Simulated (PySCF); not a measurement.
Working out the excitation energy of Be

Be [He] 2s2 (1S) → Be [He] 2p2 (3P). Calculation: PySCF 2.14, in def2-QZVPPD; the non-relativistic Hamiltonian (point nucleus). Frozen: nothing. Energies in hartree (1 hartree = 27.21139 eV):

```tsv
part	Be (lower)	Be (upper)
UHF	-14.573001	-14.336258
CCSD correlation	-0.082197	-0.046447
(T)	-0.000341	-0.000053
```

Question: What does Hartree-Fock give?

Answer: (-14.336258) − (-14.573001) = 0.236743 hartree = 6.442 eV.

Question: What do CCSD and CCSD(T) give?

Answer: The CCSD correlation energies differ by 0.035750 hartree = 0.973 eV and the triples by 0.000288 hartree = 0.008 eV, so CCSD gives 7.415 eV and CCSD(T) 7.423 eV.

Measured between the centres of the two terms (NIST): 7.401 eV, so CCSD(T) (valence and next inner shell) is off by 0.022 eV.

What remains against the reference includes basis incompleteness and higher excitations.
